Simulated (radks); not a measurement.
Results of a calculation; reference values are marked as such.
Species: Re+. Configuration: [Xe] 4f14 5d5 6s1.

Level of theory: Dirac Kohn-Sham, PBE, spin-unpolarised, spherical densities, point nucleus; open shells are shared between the two j in proportion to 2j + 1; speed of light set to 1370.36 atomic units (10 times the physical value, a model run) (a radial shooting solver on a logarithmic mesh with Libxc functionals).

Energy parts (hartree):
| part | energy |
|---|---|
| total | -15795.7373 |
| kinetic | 15807.6161 |
| electron-nucleus | -37609.5311 |
| Hartree | 6319.6602 |
| exchange-correlation | -313.4824 |

Orbitals (lengths in bohr, moments of r in powers of bohr; <r^-3> diverges for s and p1/2; r(90%) holds 90 % of the orbital's charge):
orbital  occ.  eigenvalue (hartree)  r(90%)  <r^-3>       <r^4>   <1/r>  small-component weight
1s1/2       2             -2411.582  0.0359       -   7.466e-07   74.56                7.39e-04
2s1/2       2             -398.0699   0.131       -   0.0001214   17.51                1.63e-04
2p1/2       2             -381.8064   0.116       -  0.00007629   17.54                1.63e-04
2p3/2       4             -381.3734   0.116   14820  0.00007655   17.51                1.63e-04
3s1/2       2             -91.59140   0.315       -    0.004216   6.739                5.40e-05
3p1/2       2             -84.03029   0.307       -    0.003756   6.690                5.35e-05
3p3/2       4             -83.93758   0.307    3183    0.003765   6.683                5.34e-05
3d3/2       4             -69.85356   0.280   562.3    0.002549   6.608                5.25e-05
3d5/2       6             -69.82901   0.280   561.4    0.002551   6.606                5.25e-05
4s1/2       2             -18.79219   0.689       -     0.09809   2.913                1.75e-05
4p1/2       2             -15.61190   0.706       -      0.1079   2.821                1.66e-05
4p3/2       4             -15.59070   0.707   729.0      0.1081   2.819                1.66e-05
4d3/2       4              -9.79065   0.751   111.9      0.1363   2.624                1.47e-05
4d5/2       6              -9.78582   0.751   111.7      0.1364   2.623                1.47e-05
4f5/2       6              -2.17842   0.921   21.97      0.3410   2.212                1.09e-05
4f7/2       8              -2.17743   0.921   21.96      0.3413   2.211                1.09e-05
5s1/2       2              -2.83425    1.63       -       3.093   1.160                3.86e-06
5p1/2       2              -1.89674    1.83       -       4.844   1.043                3.17e-06
5p3/2       4              -1.89360    1.83   108.3       4.859   1.042                3.17e-06
5d3/2       2              -0.51471    2.81   8.397       27.85  0.7258                1.57e-06
5d5/2       3              -0.51435    2.82   8.378       27.89  0.7255                1.57e-06
6s1/2       1              -0.40492    4.61       -       193.3  0.3971                5.04e-07

The highest occupied level is 6s1/2 at -11.019 eV. The density falls to 0.001 e/bohr^3 at r = 4.32 bohr.
